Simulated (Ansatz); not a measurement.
F₃HfI (`[F][Hf]([F])([F])[I]`): the same geometry under several functionals.

```yaml
crystal:
  periodic: [false, false, false]
  atoms:
    - {symbol: F, position_ang: [-0.752838, -0.292656, 1.759077]}
    - {symbol: Hf, position_ang: [0.004697, -0.156690, 0.034745]}
    - {symbol: F, position_ang: [1.742752, -0.893408, 0.080809]}
    - {symbol: F, position_ang: [-1.045866, -1.166992, -1.165790]}
    - {symbol: I, position_ang: [0.101156, 2.436048, -0.750241]}
basis:
  gaussian: {orbitals: def2-TZVPP}
hamiltonian: {xc: {name: PBE-QIDH}}
```

```sh
$ ansatz run in.yaml --threads 4 --pin off --events-out ev --progress --plain --max-ram 10444MiB
```

Shortened log:

```
Functional definition: PBE-QIDH
1466 factors; integrals over basis functions are off by at most 9.8e-4 eV
mean field evaluation 1: about -17535.0617 eV, gradient 5.9e1 eV
mean field evaluation 2: about -17535.1217 eV, gradient 5.9e1 eV
mean field evaluation 4: about -17540.6708 eV, gradient 2.6e0 eV
mean field evaluation 8: about -17540.7060 eV, gradient 2.1e-1 eV
mean field evaluation 16: about -17540.7061 eV, gradient 2.3e-4 eV
mean field -17540.70611793 eV, -644.6090603164 hartree, gradient 2.3e-6 eV, S^2 0.000000; 0 other end points of the search recorded, 0 dependent functions left out
7 core orbitals not correlated: weight in the atoms' cores, before any rotation towards them, 1.000 or more for the frozen orbitals, at most 0.000 for the correlated occupied ones
reference -17540.70613102 eV, -644.6090607974 hartree; 25, 25 occupied and 167, 167 virtual orbitals, 1466 factors
second order -47.09783653 eV of doubles, -0.00000000 eV of singles
Total energy: -17556.40540987 eV, -645.1859986536 hartree
```

Run time 3.9 s (4 threads of an Arm Neoverse V2 on a shared host); peak host memory 0.52 GiB.

With the line `hamiltonian: {xc: {name: CAM-B3LYP}, dispersion: d4}` (abridged; 2.2 s):

```
Functional definition: CAM-B3LYP
mean field evaluation 16: about -17568.6688 eV, gradient 8.3e-5 eV
mean field -17568.66878261 eV, -645.6366692894 hartree, gradient 8.3e-5 eV, S^2 0.000000
Total energy: -17568.77168694 eV, -645.6404509540 hartree
```

The same input with `hamiltonian: {xc: lda}` (abridged; 0.85 s):

```
Functional definition: SPW92
mean field evaluation 16: about -17505.5378 eV, gradient 1.3e-5 eV
mean field -17505.53775457 eV, -643.3166468006 hartree, gradient 1.3e-5 eV, S^2 0.000000
Total energy: -17505.53779524 eV, -643.3166482953 hartree
```

Changing it to `hamiltonian: {xc: {name: wB97X-V}}` (abridged; 6.5 s):

```
Functional definition: wB97X-V
mean field evaluation 16: about -17567.6408 eV, gradient 1.3e-4 eV
mean field -17567.64077894 eV, -645.5988908516 hartree, gradient 2.7e-5 eV, S^2 0.000000
Total energy: -17567.64077684 eV, -645.5988907743 hartree
```

Changing it to `hamiltonian: {xc: {name: B97M-V}}` (abridged; 6.5 s):

```
Functional definition: B97M-V
mean field evaluation 16: about -17568.2394 eV, gradient 1.7e-4 eV
mean field -17568.23937640 eV, -645.6208889024 hartree, gradient 1.8e-5 eV, S^2 0.000000
Total energy: -17568.23943876 eV, -645.6208911941 hartree
```

The same input with `hamiltonian: {xc: {name: LC-wPBE}}` (abridged; 1.9 s):

```
Functional definition: LC-wPBE
mean field evaluation 16: about -17568.5245 eV, gradient 4.1e-5 eV
mean field -17568.52447123 eV, -645.6313659441 hartree, gradient 4.1e-5 eV, S^2 0.000000
Total energy: -17568.52447124 eV, -645.6313659443 hartree
```
